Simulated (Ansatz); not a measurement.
The same atomization along the group B, Al, Ga, In.

Computed with Ansatz on PBE0-D4/def2-TZVP structures; ΔE is electronic, products minus reactants. CCSD(T)/CBS is the MP2 limit (def2-TZVPP, def2-QZVPP) plus CCSD(T) − MP2 in def2-TZVPP, frozen cores. Small cases extrapolate CCSD(T) itself. For atomizations the MP2-based limit and the directly extrapolated one differ by several kJ/mol either way, and by 10 to 25 for some Ge, Se and Sn compounds, so smaller differences from it don't rank the levels. DFT in def2-TZVPP. No spin–orbit coupling; open shells (•) take unrestricted orbitals. Spin–orbit coupling would lower the free atoms: a little for Al, B, C, S; clearly for Ga; strongly for In. Elements past krypton have def2 core potentials. For Ga, In outer-core shells are correlated without core-valence functions, so the limit isn't a true one: a few kJ/mol of doubt a bond, and 10 to 20 or more in all where bonds break to atoms. Scalar relativity is left out up to krypton. One conformer a species, not always the lowest.

```json
{"reaction": "`CB(N)S` → C• + 6 H• + B• + N• + S•", "PBE-D4 (kJ/mol)": "3810", "CCSD(T)/def2-SVP (kJ/mol)": "3530", "CCSD(T)/CBS(def2) (kJ/mol)": "3723"}
{"reaction": "`[CH3][Al]([NH2])[SH]` → C• + 6 H• + Al• + N• + S•", "PBE-D4 (kJ/mol)": "3483", "CCSD(T)/def2-SVP (kJ/mol)": "3215", "CCSD(T)/CBS(def2) (kJ/mol)": "3454"}
{"reaction": "`[CH3][Ga]([NH2])[SH]` → C• + 6 H• + Ga• + N• + S•", "PBE-D4 (kJ/mol)": "3348", "CCSD(T)/def2-SVP (kJ/mol)": "3093", "CCSD(T)/CBS(def2) (kJ/mol)": "3322"}
{"reaction": "`[CH3][In]([NH2])[SH]` → C• + 6 H• + In• + N• + S•", "PBE-D4 (kJ/mol)": "3206", "CCSD(T)/def2-SVP (kJ/mol)": "2932", "CCSD(T)/CBS(def2) (kJ/mol)": "3183"}
```

Largest T1 diagnostic: 0.018, for Al•.

Extrapolated directly: `[CH3][Al]([NH2])[SH]` → C• + 6 H• + Al• + N• + S•.
